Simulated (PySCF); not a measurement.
Cartesian coordinates in Å; atom numbers follow the order of the lines, from 1:
```xyz
18

C    -2.9758   -0.0922    0.7537
C    -2.0152    0.7526    0.4325
C    -0.7379    0.3624   -0.2537
O    -0.7291   -0.9951   -0.6564
C     0.1156   -1.7053    0.0966
O     0.2653   -2.8768    0.0277
O     0.7804   -0.9017    0.9618
C     0.4961    0.4487    0.6914
O     1.5448    1.0892    0.1041
Si    2.8569    0.3716   -0.5852
H    -3.8688    0.2364    1.2550
H    -2.9091   -1.1402    0.5137
H    -2.0763    1.8072    0.6608
H    -0.5612    0.9887   -1.1354
H     0.2613    0.9477    1.6417
H     2.4470   -0.5453   -1.6518
H     3.4583    1.5978   -1.0822
H     3.6392   -0.3391    0.4196
```

One averaged value for each set of equivalent atoms, single conformer, non-relativistic, no solvent. GIAO PBE0/pcSseg-1 shieldings; GFN2-xTB structure; PySCF 2.14.

δ = σ(ref) − σ, references computed at the same level: ¹³C vs TMS.

Question: Do the ¹³C shifts follow the atomic charges (in e)? Tabulate both.

Answer: 
```csv
atoms,hybridisation,δ (ppm),σ para (ppm),Hirshfeld,IAO,Mulliken,ESP-fitted
C5,sp2,158.8,-222,+0.26,+0.66,+0.69,+0.79
C2,sp2,140.6,-212,-0.05,-0.17,-0.24,-0.17
C1,sp2,123.8,-190,-0.09,-0.30,-0.11,-0.37
C8,sp3,101.4,-162,+0.11,+0.26,+0.39,+0.39
C3,sp3,88.9,-150,+0.04,+0.04,+0.07,+0.10
```

Correlation coefficients of δ with charge over these carbons: Hirshfeld +0.29, IAO +0.32, Mulliken +0.23, ESP-fitted +0.26; with the paramagnetic shielding -0.99. With so few points, grouped by hybridisation, these coefficients are fragile. Charge is one influence among several: hybridisation and low-lying excitations act through the paramagnetic term.

Shifts are as computed. Against solution values, carbons near 30 ppm lie about +3 ppm off and those near 130 ppm about +5 ppm. Of 1309 compounds with measured shifts, 239 miss one by over three times the rms of a fit or turn the order of signals round; such compounds aren't used in these exercises.
